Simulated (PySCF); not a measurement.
## A thermochemical cycle for SiBr

CCSD(T) in PySCF with def2-TZVPPD on every atom, for the lowest determinant that a PBE0 search found; no spin–orbit coupling. SiBr, a doublet (π ↑), has De = 3.71 eV to neutral atoms, and SiBr⁺, a singlet (closed shell), has De = 4.62 eV to Si⁺ + Br.

The adiabatic ionisation energy of SiBr, between the minima, is 7.20 eV.

Problem. Which ionisation energy of the Si atom does this level give?

Solution. IE(Si) = IE(molecule) + De(ion) − De(neutral) = 7.20 + 4.62 − 3.71 = 8.11 eV; the measured value is 8.152 eV (NIST ASD).

Correlated steps freeze 14 core orbitals. For an ion De counts to the pair picked by the measured ionisation energies or electron affinities, which need not be the lowest pair at this level. Where the molecule has an RHF reference, its open-shell atoms are computed with UHF. States were picked by a PBE0 search and need not be the measured ground states.
